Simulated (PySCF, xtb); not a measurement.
BFH₆O₂Si₂, SMILES F[SiH2][SiH2]B(O)O. Other conformers were not sampled.

Harmonic wavenumbers (cm⁻¹) from GFN2-xTB run with xtb 6.7.1 at its own minimum, in rising order: 14, 21, 69, 146, 188, 345, 350, 422, 441, 473, 474, 565, 581, 602, 605, 650, 734, 796, 804, 823, 912, 967, 1202, 1267, 2115, 2119, 2241, 2268, 3655, 3663.

Task: What does PBE-D3(BJ)/def2-SVP (PySCF) give at its own minimum? (The exact figures need the calculation; the answer reports its results.)

Result: 29, 50, 61, 167, 200, 318, 354, 396, 468, 473, 531, 566, 574, 655, 662, 728, 824, 867, 889, 916, 952, 982, 1229, 1411, 2126, 2133, 2144, 2162, 3775, 3780. Paired by order, the mean absolute difference is 49 cm⁻¹ and the zero-point energies are 42.2 and 43.5 kcal/mol.
